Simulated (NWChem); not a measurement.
Species: HfNH₂SF; SMILES [NH2][Hf]([F])=[S]

```xyz
6

Hf    -0.0160     0.1867     0.1784
S     -0.1827    -2.0023    -0.2066
F     -1.4555     1.2565    -0.5237
N      1.7999     0.7745    -0.4684
H      2.0346     1.7193    -0.7718
H      2.5413     0.1475    -0.7753
```
Atoms are numbered in this order, from 1.

Computed with NWChem. Medium grid unless said otherwise, to which SCAN and Minnesota functionals are sensitive. Geometry: optimised at PBE0/def2-SVP. def2 effective core potentials on Hf; no spin-orbit coupling. Total energies of different functionals are on different scales.

| level | energy (Ha) | highest occupied level (eV) | orbital gap (eV) | dipole (D) |
|---|---|---|---|---|
| B3LYP/def2-SVP | -601.9414 | -6.39 | 3.19 | 5.66 |
| PBE/def2-SVP | -601.6041 | -5.52 | 1.95 | 5.48 |
| MN15/def2-SVP | -601.5518 | -7.22 | 4.98 | 5.86 |
| B97-2/def2-SVP | -601.9349 | -6.42 | 3.56 | 5.85 |
| BHandHLYP/def2-SVP | -601.7236 | … | … | 6.08 |
| Hartree-Fock/def2-SVP | -599.9467 | -9.10 | 8.40 | 6.81 |
| PBE0/def2-SVP | -601.5961 | -6.66 | 3.76 | 5.87 |
| r2SCAN0/def2-SVP | -601.7585 | -6.82 | 4.08 | 6.06 |
| M05-2X/def2-SVP | -601.8037 | -7.82 | 5.58 | 5.95 |
| BP86/def2-SVP | -602.0394 | -5.61 | 2.02 | 5.48 |
| RPBE/def2-SVP | -601.9206 | -5.48 | 1.95 | 5.52 |

Question: Some entries are withheld; supply them.

Answer: 
- BHandHLYP/def2-SVP, highest occupied level (eV): -7.59
- BHandHLYP/def2-SVP, orbital gap (eV): 5.22
